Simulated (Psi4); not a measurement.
FIn, singlet, geometry from GFN2-xTB (such geometries of metal compounds can be far from the true shape) (core potentials on In).

The Psi4 input:
```
memory 2 GB

molecule {
0 1
  In   -0.00000000   -0.00000000   -0.31421463
  F     0.00000000    0.00000000    1.71072408
}

set basis def2-svp

energy('pbe')
print_variables()
```

Question: What does this run give for the dipole moment, number of basis functions, total energy, nuclear repulsion energy?

Answer: 
```
Item                             Result
-------------------------  ------------
dipole moment                    2.70 D
number of basis functions            40
total energy               -289.8600 Eh
nuclear repulsion energy     49.3914 Eh
```
